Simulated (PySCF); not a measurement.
From one molecule to another.

First species: C5H5ClO2Si.
SMILES: `O=C1C=C(Cl)C(=O)[SiH2]C1`

Second species: C₃H₇ClO₂Si₂.
Numbering: `[CH2:1]=[C:2]1[O:3][SiH2:4][O:5][Si@@:6]1([CH3:7])[Cl:8]` (hydrogens: H9, H10 on C1; H11, H12 on Si4; H13, H14, H15 on C7)

Levels: wB97X-D/def2-SVPD for dipole moment, HOMO energy, LUMO energy, HOMO–LUMO gap, static isotropic polarisability and electronic spatial extent ⟨r²⟩ about the centre of nuclear charge; TDDFT wB97X-D/def2-SVPD for lowest singlet excitation; TDA wB97X-D/def2-SVPD for lowest triplet excitation (Tamm–Dancoff); GFN2-xTB for rotational constant A and rotational constant C. Geometries: GFN2-xTB. Each structure is a single optimised conformer of the isolated species, non-relativistic unless stated. Electronic properties by PySCF.

(1) Which has the higher ⟨r²⟩?

(2) Which of the two has the higher S1 energy, and by how much?

(3) Which of the two has the higher LUMO energy, and by how much?

(4) Which has the higher dipole moment?

(5) Which of the two has the higher T1 energy, and by how much?

(6) Which has the higher rotational constant C?

(7) Which has the higher rotational constant A?

(8) Which has the higher HOMO energy?

Results:

(1) The first: 1634 bohr² against 1487 bohr², a difference of 147 bohr².

(2) The second: 6.46 eV against 2.91 eV, a difference of 3.55 eV.

(3) The second: 1.52 eV against -1.42 eV, a difference of 2.94 eV.

(4) The first: 2.35 D against 1.46 D, a difference of 0.89 D.

(5) The second: 4.07 eV against 2.39 eV, a difference of 1.68 eV.

(6) The second: 0.898 GHz against 0.651 GHz, a difference of 0.247 GHz.

(7) The first: 1.697 GHz against 1.636 GHz, a difference of 0.061 GHz.

(8) The second: -8.95 eV against -9.56 eV, a difference of 0.61 eV.

On the first: The vertical singlet–triplet gap S1 − T1 is 0.52 eV (TDDFT singlet less Tamm–Dancoff triplet; S1: HOMO→LUMO, weight 0.89; T1: HOMO→LUMO, weight 0.84). A dipole of 2.35 D is allowed in C1, and pure rotational transitions are dipole-allowed.

On the second: The dipole matches unit charges of opposite sign 0.30 Å apart (1 e·Å = 4.8032 D). A dipole of 1.46 D is allowed in C1, and pure rotational transitions are dipole-allowed.
